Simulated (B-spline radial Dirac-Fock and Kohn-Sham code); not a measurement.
**X-ray form factors of fluorine in several charge states**

The computed values come from a radial atomic solver: relativistic Hartree-Fock (Dirac-Fock) wave functions, averaged over the configuration.

Configurations: F⁴⁺ [He] 2s2 2p1; F⁵⁺ [He] 2s2; F⁶⁺ [He] 2s1; F⁷⁺ 1s2. The first column is f₀ of F⁴⁺, the others are differences from it.

| s (Å⁻¹) | F⁴⁺ | Δ F⁵⁺ | Δ F⁶⁺ | Δ F⁷⁺ |
| --- | --- | --- | --- | --- |
| 0 | 5.000 | -1.000 | -2.000 | -3.000 |
| 0.1 | 4.824 | -0.939 | -1.880 | -2.830 |
| 0.2 | 4.355 | -0.781 | -1.566 | -2.379 |
| 0.3 | 3.735 | -0.582 | -1.162 | -1.788 |
| 0.4 | 3.112 | -0.395 | -0.773 | -1.204 |
| 0.5 | 2.583 | -0.249 | -0.461 | -0.724 |
| 0.7 | 1.901 | -0.084 | -0.112 | -0.164 |
| 0.9 | 1.579 | -0.022 | -0.002 | +0.014 |
| 1.1 | 1.407 | +0.001 | +0.014 | +0.031 |
| 1.4 | 1.210 | +0.012 | +0.001 | -0.008 |
